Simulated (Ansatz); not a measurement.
`[Cl][Al]1[CH2][O]1` + H₂Te → `[TeH][Al]1[CH2][O]1` + HCl at 700 K and 1 bar (ligand exchange at the Al–Cl bond).

Calculated with Ansatz (gas phase, PBE0-D4/def2-TZVP geometries, no zero-point term in ΔE). CCSD(T)/CBS is the MP2 limit (def2-TZVPP, def2-QZVPP) plus CCSD(T) − MP2 in def2-TZVPP, frozen cores. This one scheme is used for every species. Elements past krypton have def2 core potentials. For Te outer-core shells are correlated without core-valence functions, which leaves a few kJ/mol of doubt a bond.

| species | CCSD(T)/CBS energy (Eh) | H − E (kJ/mol) | S (J/(mol·K)) |
| --- | --- | --- | --- |
| `[Cl][Al]1[CH2][O]1` | -816.25844 | 132.7 | 374.3 |
| H₂Te | -268.91024 | 57.2 | 261.6 |
| `[TeH][Al]1[CH2][O]1` | -624.77523 | 157.5 | 425.6 |
| HCl | -460.38127 | 38.4 | 211.8 |

H − E and S are ideal-gas, rigid-rotor, harmonic terms from PBE0-D4/def2-TZVP. 1 Eh = 2625.50 kJ/mol, R = 8.31446 J/(mol·K).

Problem. By hand: ΔE, ΔH, ΔS and ΔG.

Solution. ΔE = (-624.77523) + (-460.38127) − (-816.25844) − (-268.91024) = 0.01218 Eh = 32.0 kJ/mol. Δ(H − E) = 157.5 + 38.4 − 132.7 − 57.2 = 6.0, so ΔH = 38.0 kJ/mol. ΔS = 425.6 + 211.8 − 374.3 − 261.6 = 1.5 J/(mol·K). ΔG = 38.0 − 700 × (1.5)/1000 = 37.0 kJ/mol.

Problem. By hand: the equilibrium constant, and the temperature at which ΔG would vanish if ΔH and ΔS stayed fixed.

Solution. log₁₀ K = −ΔG/(RT ln 10) = -2.8. ΔG = 0 at ΔH/ΔS = 25333 K, far beyond where these terms or the molecules hold.

The number of gas molecules stays the same, so ΔS is small and ΔH decides. A doubt of 5 kJ/mol in ΔE shifts log₁₀ K by 0.4 here. These are equilibria of isolated gas molecules and say nothing of rates. Largest T1 diagnostic: 0.014 (customary marks: 0.02 for closed shells, 0.045 for open ones).
